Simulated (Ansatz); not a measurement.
`C[SiH](S)CS` + `[OH][Sc]([OH])[Cl]` → `C[O][Sc]([OH])[Cl]` + `SC[SiH2]S`  (substitution at a C–Si bond)

Program: Ansatz. Geometries: PBE0-D4/def2-TZVP. ΔE: electronic, gas phase. CCSD(T)/CBS is the MP2 limit (def2-TZVPP, def2-QZVPP) plus CCSD(T) − MP2 in def2-TZVPP, frozen cores. DFT in def2-TZVPP. For Sc outer-core shells are correlated without core-valence functions, which leaves a few kJ/mol of doubt a bond. Scalar relativity is left out up to krypton. Each species was taken in one conformer, which may not be the lowest.

```
        level  ΔE (eV)
      PBE0-D4     0.96
       B2PLYP     0.92
         PBE0     0.93
HF/def2-QZVPP     0.84
```

(1) What does CCSD(T)/CBS give? (An estimate is asked.)

Largest T1 diagnostic among the species: 0.015.

Results:

(1) Computed: +0.99 eV. The listed levels differ from it by -0.03, -0.07, -0.06, -0.15 eV.

From PBE to PBE0 (25 % exact exchange), in def2-TZVPP and without D4, ΔE moves by +0.04 eV. The D4 term adds +0.04 eV with B3LYP and +0.03 eV with PBE0; it sums over pairs of atoms, weighted by their polarisabilities, and B3LYP, whose exchange is more repulsive, gets the larger term. In def2-TZVPP, CCSD(T) changes the Hartree–Fock value by +0.12 eV (the triples alone add +0.00 eV) and MP2 by +0.19 eV.

B3LYP here is the variant with VWN-RPA as its local correlation; programs differ in this.
